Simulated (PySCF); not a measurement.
ZnH2, SMILES [ZnH2].

Coordinates come from a r2SCAN-D4/def2-TZVPD optimisation. The isomer is the one that the SMILES or the coordinates give; other isomers of the formula were not compared.

Calculation: TDDFT-ωB97X/def2-TZVPD run with PySCF.

Vertical excitations; the highest root listed may be one member of a degenerate set. Isolated molecule, no solvent. State labels are in the subgroup D2h.

```tsv
state	symmetry	energy (eV)	λ (nm)	f	main pairs
S1	B3g	6.10	203	0.000	HOMO→LUMO, HOMO→LUMO+3 (degenerate set)
S2	B2g	6.10	203	0.000	HOMO→LUMO+1, HOMO→LUMO+4 (degenerate set)
S3	B2u	8.45	147	0.428	HOMO−1→LUMO, HOMO−1→LUMO+3 (degenerate set)
S4	B3u	8.45	147	0.428	HOMO−1→LUMO+1, HOMO−1→LUMO+4 (degenerate set)
S5	B1u	8.86	140	0.972	HOMO→LUMO+6 68 %, HOMO→LUMO+5 22 %
S6	Ag	8.87	140	0.000	HOMO→LUMO+2 92 %
S7	B1u	9.27	134	0.062	HOMO→LUMO+5 73 %, HOMO→LUMO+6 23 %
S8	B3g	9.29	134	0.000	HOMO→LUMO+3, HOMO→LUMO (degenerate set)
S9	B2g	9.29	134	0.000	HOMO→LUMO+4, HOMO→LUMO+1 (degenerate set)
S10	Ag	10.07	123	0.000	HOMO−1→LUMO+5 90 %
T1	B3g	5.81	214	0	HOMO→LUMO, HOMO→LUMO+3 (degenerate set)
T2	B2g	5.81	214	0	HOMO→LUMO+1, HOMO→LUMO+4 (degenerate set)
T3	B1u	6.95	178	0	HOMO→LUMO+5 86 %
T4	B2u	7.54	164	0	HOMO−1→LUMO 77 %, HOMO−1→LUMO+3 19 %
```
Triplets are in the Tamm–Dancoff approximation, which puts them higher than full response would, so one can lie above its singlet here.
